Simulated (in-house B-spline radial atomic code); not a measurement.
Values are calculated unless marked as measured or tabulated.
Two electrons in InAs: a parabolic dot with ħω = 10.7 meV in all three directions with an ionised donor at its centre

For InAs the NSM archive of the Ioffe Institute lists m* = 0.023 m0 and ε = 15.15. Real donors also feel a central-cell potential, which shifts the ground state. In so narrow a gap the band flattens within tens of meV, so real spacings are smaller, by up to some tenths.

Effective-mass model with parabolic bands, a uniform dielectric constant, no image charges, no central-cell or spin-orbit terms. Two-electron levels come from full CI in B-splines with partial waves to l = 5 (up to 0.001 effective hartree above the limit).

Question: What are the effective units, and what is the potential in them?

Answer: Ha* = 27211.386 meV × 0.023/15.15² = 2.727 meV and a* = 0.0529177 nm × 15.15/0.023 = 34.86 nm. The frequency is ω = 3.94 Ha*, with −1/r added.

In these units the lowest s and p orbitals lie at 3.4973 and 8.3197, and their Coulomb and exchange integrals are J_ss = 1.7848, J_sp = 1.4043 and K_sp = 0.2609. Full CI gives 8.6990 for the ground singlet, 12.9412 for the sp triplet, 13.4095 for the sp singlet and 16.4574 for the lowest triplet of two s orbitals.

Question: What does it cost to add the second electron, to first order and exactly?

Answer: To first order E = 2ε_s + J_ss = 8.7794, so the charging energy E(2) − 2E(1) is J_ss = 4.867 meV. CI gives 8.6990 − 2 × (3.4973) = 1.7045, or 4.648 meV: relaxation and correlation lower it by 0.2192 meV, 4.5 % of J_ss. The s² configuration of one-electron orbitals holds 99.3 % of the state, and the mean radius is 18.4 nm.

Question: How far above the singlet do the triplets lie?

Answer: To first order the sp triplet lies at ε_s + ε_p + J_sp − K_sp = 12.9604, which is 11.4 meV above 2ε_s + J_ss. CI gives 12.9412 − (8.6990) = 4.2422, or 11.57 meV, 88 % of the orbital spacing of 13.15 meV. The ss triplet lies 21.16 meV up, so the lower of the two is the sp one, and its gap equals k_BT at 134 K. The sp singlet-triplet splitting is 1.277 meV, against 2K_sp = 1.423 meV.
